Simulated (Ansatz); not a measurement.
Computed with Ansatz on PBE0-D4/def2-TZVP structures; ΔE is electronic, products minus reactants. CCSD(T)/CBS adds triple-zeta CCSD(T) − MP2 to the extrapolated MP2 energy (def2 sets, frozen cores). Functionals use def2-TZVPP. B3LYP here is the variant with VWN-RPA as its local correlation; programs differ in this. For Br, Ge outer-core shells are correlated without core-valence functions, which leaves a few kJ/mol of doubt a bond. Scalar relativity is left out up to krypton.

Consider the germylene formation by 1,1-elimination: `[Cl][GeH2][Br]` → `ClBr` + `[GeH2]`.

```json
{"level": "LDA (SPW92)", "ΔE (kcal/mol)": "111.9"}
{"level": "B3LYP-D4", "ΔE (kcal/mol)": "102.3"}
```

(1) What does CCSD(T)/CBS give? (Estimate.)

Largest T1 diagnostic among the species: 0.012.

Results:

(1) Computed: +107.5 kcal/mol. The listed levels differ from it by 4.4, -5.2 kcal/mol.

From BLYP to BHLYP (50 % exact exchange), in def2-TZVPP and without D4, ΔE moves by +12.9 kcal/mol. Leaving LDA and LC-ωPBE aside and taking each functional with its dispersion term where it has one, the values, not all of them listed here, spread over 18.8 kcal/mol, from BLYP-D4 to PBE-QIDH. LDA lies +9.8 kcal/mol from PBE without D4.
